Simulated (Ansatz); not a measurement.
One change: `OC[SiH2]Br` becomes `BOC[SiH2]Br`.

Ansatz, PBE0-D4/def2-TZVP geometries, multiplicity 1. Each molecule was computed in one conformer, which needn't be the lowest.

Scalar relativity is left out up to krypton.

```tsv
property	`OC[SiH2]Br`
HOMO–LUMO gap (ωB97M-V/def2-TZVPP) / eV	11.61
LUMO energy (ωB97M-V/def2-TZVPP) / eV	1.51
LUMO energy (PBE0/def2-TZVPP) / eV	-0.28
HOMO–LUMO gap (B3LYP/def2-TZVPP) / eV	7.05
HOMO–LUMO gap (PBE0/def2-TZVPP) / eV	7.50
HOMO energy (PBE/def2-TZVPP) / eV	-6.26
```

**Question.** What does the change do to each property? (Estimate.)

**Answer.** Computed: 
```tsv
property	`BOC[SiH2]Br`	shift
HOMO–LUMO gap (ωB97M-V/def2-TZVPP) / eV	11.92	0.31
LUMO energy (ωB97M-V/def2-TZVPP) / eV	1.35	-0.16
LUMO energy (PBE0/def2-TZVPP) / eV	-0.49	-0.21
HOMO–LUMO gap (B3LYP/def2-TZVPP) / eV	7.39	0.34
HOMO–LUMO gap (PBE0/def2-TZVPP) / eV	7.86	0.36
HOMO energy (PBE/def2-TZVPP) / eV	-7.11	-0.85
```

With PBE0 the HOMO falls by 0.58 eV and the LUMO falls by 0.21 eV, so the gap widens by about 0.37 eV. PBE moves the HOMO by -0.85 eV and ωB97M-V by -0.48 eV.

B3LYP here is the variant with VWN-RPA as its local correlation; programs differ in this.

Spin–orbit coupling is left out; it splits and shifts lone-pair levels of the heavy atoms by tenths of an eV.
